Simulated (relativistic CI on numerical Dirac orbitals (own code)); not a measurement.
Cs XI: q coefficients and field-shift factors

Method of calculation: Dirac-Coulomb-Breit CI, KLI orbitals optimised for each configuration, derivatives by finite differences, unscaled Slater integrals, QED left out (own radial code, finite nucleus).

Configurations in the expansion (outside the closed core [Ar] 3d10): 4s2 4p6 4d9, 4s2 4p5 4d10, 4s2 4p6 4d8 4f, 4s2 4p6 4d8 5s, 4s 4p6 4d10, 4s2 4p6 4d8 5p, 4s2 4p6 4d7 5s2, 4s2 4p5 4d9 4f. Levels of other configurations are missing.

With x = (α/α₀)² − 1 an excitation energy changes as ω = ω₀ + qx; K = 2q/ω₀ is the relative enhancement. Terms are leading LS components, so labels can repeat. The field-shift factor is F = δν/δ⟨r²⟩ for the transition from the lowest level.

Lowest level 4s2 4p6 4d9 2D_5/2.

```tsv
Level	ω₀ (cm⁻¹)	q (cm⁻¹)	K	F (GHz/fm²)
4s2 4p6 4d9 2D_3/2	19233	19070	1.98	0.243
4s2 4p6 4d8 5s 4F_9/2	591288	-66030	-0.223	53.4
4s2 4p6 4d8 5s 4F_7/2	598262	-63050	-0.211	52.8
4s2 4p6 4d8 5s 4F_5/2	608653	-55900	-0.184	53.4
4s2 4p6 4d8 5s 4F_3/2	610136	-58290	-0.191	53.2
4s2 4p6 4d8 5s 2F_7/2	613334	-50150	-0.164	52.6
4s2 4p6 4d8 5s 2F_5/2	614743	-57570	-0.187	52.9
4s2 4p6 4d8 5s 4P_3/2	627141	-49280	-0.157	53.3
4s2 4p6 4d8 5s 2F_5/2	627164	-46310	-0.148	52.9
4s2 4p6 4d8 5s 4P_1/2	631417	-54340	-0.172	53.6
4s2 4p6 4d8 5s 4P_3/2	635638	-46500	-0.146	53.3
4s2 4p6 4d8 5s 2G_9/2	642883	-50060	-0.156	53.2
4s2 4p6 4d8 5s 2G_7/2	643278	-49500	-0.154	53.1
```

At this charge transitions that keep the count of f electrons are usually good to a few per cent. Terms inside the open d or f shell come out 10 to 20 % too wide with unscaled integrals. Levels and lines within the n = 5 or 6 shells can be off by up to 10 % or somewhat more, and those that change n by about 2 %, since core polarisation is missing. Levels that differ in their count of f electrons can be misplaced by several ten thousand cm⁻¹, since the correlation energy of f electrons is missing or only estimated; rates across such gaps can be off by orders of magnitude.
